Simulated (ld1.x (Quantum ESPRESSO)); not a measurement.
**W (Z = 74), TM: configuration errors across variants**

```
Element                 : W
Generator               : ld1.x (Quantum ESPRESSO) 7.5
Type                    : norm-conserving Troullier–Martins (Kleinman–Bylander form)
Functional              : PBE
Relativity              : scalar-relativistic
Frozen core             : [Kr] 4d10 4f14 5s2
Valence charge          : 12
Reference configuration : 5p6 5d4 6s1.75 6p0.25
Partial waves           : 5p (bound): rc 1.70 bohr; 5d (bound): rc 2.60 bohr; 6s (bound): rc 2.40 bohr
Local potential         : the s channel
Core correction         : none
```

Occupied shells without a wave of their own: 6p. They enter only through the test configuration that unscreens the potential.

All-electron excitation energies from the reference (eV): (1) 5p6 5d4 6s2 6p0 -1.096; (2) 5p6 5d4 6s1 6p0 7.788; (3) 5p6 5d4 6s0 6p0 23.467; (4) 5p6 5d4 6s0 6p2 8.164; (5) 5p6 5d3 6s2 6p0 7.734; (6) 5p6 5d5 6s0 6p0 8.596; (7) 5p6 5d4 6s1.5 6p0 2.537.

For the base: The 6p level has no wave, so the channel is fitted at the deeper level alone: the likely source of the large errors.

Tests that are not counted but printed errors over 1 eV. “local potential all-electron potential smoothed inside 1.85 bohr (lloc = -2)”: 5p6 5d4 6s1 6p0 (solver errors, printed error -1.3 eV); 5p6 5d3 6s2 6p0 (solver errors, printed error -1179 eV).

4 further variants failed, have other tests or another functional or relativity, and are left out.

A true bound ghost makes a file unfit for plane-wave use even where its test errors are small: the radial tests pick states by their node count and pass the ghost by. Where a test does run into it, the solver fails or the error is huge.

The file “base” misses its own reference levels by 0.4 eV. The file “wave 6s (bound): rc 2.40 bohr becomes 6s (bound): rc 1.56 bohr” misses its own reference levels by 0.6 eV. The file “wave 5p (bound): rc 1.70 bohr becomes 5p (bound): rc 1.26 bohr” misses its own reference levels by 0.4 eV.

Errors AE − PS in meV (a dash: test not solved or not reliable):

```tsv
change	(1)	(2)	(3)	(4)	(5)	(6)	(7)	bound ghosts
base	+95	+193	+296	-1018	+207	+111	+143	none
local potential all-electron potential smoothed inside 1.85 bohr (lloc = -2)	+0.8	–	-11	-25	–	-40	–	s
wave 6s (bound): rc 2.40 bohr becomes 6s (bound): rc 1.56 bohr	+59	–	+232	-512	-238	+140	–	s (extra level of the local part)
wave 5p (bound): rc 1.70 bohr becomes 5p (bound): rc 1.26 bohr	+96	+194	+297	-1024	+208	+111	+144	none
```

**Question.** Give the same row for: wave 5d (bound): rc 2.60 bohr becomes 5d (bound): rc 3.60 bohr.

**Answer.** +95, +192, +273, -1029, +265, +196, +143; bound ghosts: none.
